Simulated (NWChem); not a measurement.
System: C₄H₆; SMILES CCC#C

The following NWChem deck was run.

```
start job
memory heap 200 mb stack 900 mb global 1100 mb
geometry units angstroms noautosym nocenter noautoz
  C      0.253787    -1.975001     0.000000
  C     -0.158952    -0.836134     0.000000
  C     -0.634489     0.542916     0.000000
  C      0.489977     1.577185     0.000000
  H      0.614561    -2.986716     0.000000
  H     -1.283912     0.692388     0.879835
  H     -1.283912     0.692388    -0.879835
  H      0.076120     2.596495     0.000000
  H      1.128642     1.465916    -0.888506
  H      1.128642     1.465916     0.888506
end
basis spherical
  * library 6-31g*
end
dft
  xc xpbe96 cpbe96
  iterations 150
end
cosmo
  dielec 1.5
end
task dft energy
```

NWChem printed, in part:

```
             Northwest Computational Chemistry Package (NWChem) 7.3.0
             --------------------------------------------------------

                             Geometry "geometry" -> ""
                             -------------------------

 Output coordinates in angstroms (scale by  1.889725989 to convert to a.u.)

  No.       Tag          Charge          X              Y              Z
 ---- ---------------- ---------- -------------- -------------- --------------
    1 C                    6.0000     0.25378700    -1.97500100     0.00000000
    2 C                    6.0000    -0.15895200    -0.83613400     0.00000000
    3 C                    6.0000    -0.63448900     0.54291600     0.00000000
    4 C                    6.0000     0.48997700     1.57718500     0.00000000
    5 H                    1.0000     0.61456100    -2.98671600     0.00000000
    6 H                    1.0000    -1.28391200     0.69238800     0.87983500
    7 H                    1.0000    -1.28391200     0.69238800    -0.87983500
    8 H                    1.0000     0.07612000     2.59649500     0.00000000
    9 H                    1.0000     1.12864200     1.46591600    -0.88850600
   10 H                    1.0000     1.12864200     1.46591600     0.88850600

 Effective nuclear repulsion energy (a.u.)     102.5730582791

  pbe96 is a nonlocal functional; adding pw91lda local functional.

                                 NWChem DFT Module
                                 -----------------

 Summary of "ao basis" -> "ao basis" (spherical)
 ------------------------------------------------------------------------------
       Tag                 Description            Shells   Functions and Types
 ---------------- ------------------------------  ------  ---------------------
 C                           6-31g*                  6       14   3s2p1d
 H                           6-31g*                  2        2   2s

 in cosmo_initialize ...

 solvent parameters
 solvname_short: unkn
 solvname_long:  unknown
 dielec:        1.5000

          ---------------
          -cosmo- solvent
          ---------------
 Cosmo: York-Karplus, doi: 10.1021/jp992097l
 dielectric constant -eps-     =   1.50
 screen = (eps-1)/(eps    )    =   0.33333
 surface charge correction     = lagrangian

   van der Waals surface
 --------------------------

 ---------- ATOMIC COORDINATES (A.U.) ------------ VDWR(ANG.) --
     1    0.47958789   -3.73221072    0.00000000     2.000
     2   -0.30037573   -1.58006415    0.00000000     2.000
     3   -1.19901035    1.02596247    0.00000000     2.000
     4    0.92592227    2.98044748    0.00000000     2.000
     5    1.16135189   -5.64407485    0.00000000     1.300
     6   -2.42624187    1.30842360    1.66264707     1.300
     7   -2.42624187    1.30842360   -1.66264707     1.300
     8    0.14384594    4.90666408    0.00000000     1.300
     9    2.13282412    2.77017956   -1.67903288     1.300
    10    2.13282412    2.77017956    1.67903288     1.300
 number of segments per atom =         32
 number of   points per atom =         32
 atom (   nspa,  nppa )
 ----------------------
    1 (     22,     0 )       0
    2 (     14,     0 )       0
    3 (     16,     0 )       0
    4 (     20,     0 )       0
    5 (     14,     0 )       0
    6 (     15,     0 )       0
    7 (     15,     0 )       0
    8 (     14,     0 )       0
    9 (     15,     0 )       0
   10 (     15,     0 )       0
 number of -cosmo- surface points =      160
 molecular surface =    112.043 angstrom**2
 molecular volume  =     92.617 angstrom**3
 G(cav/disp)       =      1.420 kcal/mol
 -lineq- algorithm             =   0
 -bem- low  level              =   2
 -bem- from -octahedral-
 gaussian surface charge width =   4.50000
 degree of switching           =   1.00000
 switching function tolerance  =   0.00010
 atomic radii =
 --------------
    1  6.000  2.000
    2  6.000  2.000
    3  6.000  2.000
    4  6.000  2.000
    5  1.000  1.300
    6  1.000  1.300
    7  1.000  1.300
    8  1.000  1.300
    9  1.000  1.300
   10  1.000  1.300
 ...... end of -cosmo- initialization ......

[...]

                                   COSMO solvation results
                                   -----------------------

                 gas phase energy =      -155.737232387811
                 sol phase energy =      -155.738784426812
 (electrostatic) solvation energy =         0.001552039002 (    0.97 kcal/mol)

                       DFT Final Molecular Orbital Analysis
                       ------------------------------------

 Vector   13  Occ=2.000000D+00  E=-3.149325D-01
              MO Center=  2.4D-01,  1.1D+00, -2.6D-09, r^2= 2.4D+00
   Bfn.  Coefficient  Atom+Function         Bfn.  Coefficient  Atom+Function
  ----- ------------  ---------------      ----- ------------  ---------------
    47      0.362831   4 C  pz               33     -0.245708   3 C  pz
    65     -0.205257   9 H  s                67      0.205257  10 H  s
    51      0.191129   4 C  pz               66     -0.180467   9 H  s
    68      0.180467  10 H  s                59     -0.140886   6 H  s
    61      0.140886   7 H  s                19     -0.133338   2 C  pz

 Vector   14  Occ=2.000000D+00  E=-2.251047D-01
              MO Center=  4.4D-02, -1.2D+00, -8.0D-10, r^2= 1.9D+00
   Bfn.  Coefficient  Atom+Function         Bfn.  Coefficient  Atom+Function
  ----- ------------  ---------------      ----- ------------  ---------------
     3      0.392414   1 C  px               17      0.367279   2 C  px
     7      0.257086   1 C  px               21      0.200948   2 C  px
     4      0.140966   1 C  py               48     -0.137253   4 C  s
    18      0.133506   2 C  py               46      0.119336   4 C  py
    31     -0.108143   3 C  px                8      0.095265   1 C  py

 Vector   15  Occ=2.000000D+00  E=-2.231057D-01
              MO Center= -3.8D-02, -1.2D+00, -5.7D-11, r^2= 1.9D+00
   Bfn.  Coefficient  Atom+Function         Bfn.  Coefficient  Atom+Function
  ----- ------------  ---------------      ----- ------------  ---------------
     5      0.417323   1 C  pz               19      0.383472   2 C  pz
     9      0.273810   1 C  pz               23      0.221052   2 C  pz
    33     -0.135358   3 C  pz               60     -0.132448   6 H  s
    62      0.132448   7 H  s                59     -0.105491   6 H  s
    61      0.105491   7 H  s                66     -0.061497   9 H  s

 Vector   16  Occ=0.000000D+00  E= 2.367143D-02
              MO Center= -2.0D-02, -8.3D-01,  9.9D-10, r^2= 3.5D+00
   Bfn.  Coefficient  Atom+Function         Bfn.  Coefficient  Atom+Function
  ----- ------------  ---------------      ----- ------------  ---------------
    48      0.763006   4 C  s                 7      0.580485   1 C  px
    64     -0.418744   8 H  s                21     -0.412717   2 C  px
    17     -0.377292   2 C  px                3      0.374909   1 C  px
    22     -0.371111   2 C  py               60     -0.313036   6 H  s
    62     -0.313036   7 H  s                34      0.294054   3 C  s

 Vector   17  Occ=0.000000D+00  E= 2.855401D-02
              MO Center= -1.3D-01, -1.1D+00,  1.1D-09, r^2= 2.8D+00
   Bfn.  Coefficient  Atom+Function         Bfn.  Coefficient  Atom+Function
  ----- ------------  ---------------      ----- ------------  ---------------
     9      0.608227   1 C  pz               23     -0.553044   2 C  pz
    60      0.466307   6 H  s                62     -0.466307   7 H  s
    19     -0.428939   2 C  pz                5      0.404103   1 C  pz
    37     -0.295605   3 C  pz               51      0.172686   4 C  pz
    66      0.115103   9 H  s                68     -0.115103  10 H  s

 Vector   18  Occ=0.000000D+00  E= 8.665910D-02
              MO Center= -2.8D-01,  5.7D-01, -2.4D-09, r^2= 5.7D+00
   Bfn.  Coefficient  Atom+Function         Bfn.  Coefficient  Atom+Function
  ----- ------------  ---------------      ----- ------------  ---------------
    34      1.940407   3 C  s                48      0.997587   4 C  s
    60     -0.847553   6 H  s                62     -0.847553   7 H  s
    66     -0.678713   9 H  s                68     -0.678713  10 H  s
    58     -0.617922   5 H  s                 8     -0.566849   1 C  py
    64     -0.552771   8 H  s                49      0.549467   4 C  px

     Multipole analysis of the density
     ---------------------------------

     L   x y z        total         alpha         beta         nuclear
     -   - - -        -----         -----         ----         -------
     0   0 0 0     -0.000000    -15.000000    -15.000000     30.000000

     1   1 0 0     -0.074008     -0.114558     -0.114558      0.155107
     1   0 1 0      0.303321      0.359357      0.359357     -0.415394
     1   0 0 1      0.000000      0.000000      0.000000      0.000000

     2   2 0 0    -18.427100    -28.179417    -28.179417     37.931735
     2   1 1 0     -1.356199     -1.130015     -1.130015      0.903832
     2   1 0 1      0.000000      0.000000      0.000000      0.000000
     2   0 2 0    -15.939680   -124.406171   -124.406171    232.872662
     2   0 1 1     -0.000000     -0.000000     -0.000000      0.000000
     2   0 0 2    -18.851689    -15.009391    -15.009391     11.167093
```

Level: PBE/6-31G* (spherical d), COSMO on the gas-phase geometry. Geometry: optimised at PBE0/def2-SVP. COSMO prints the solvation energy as gas minus solution, so a positive value is a stabilisation.
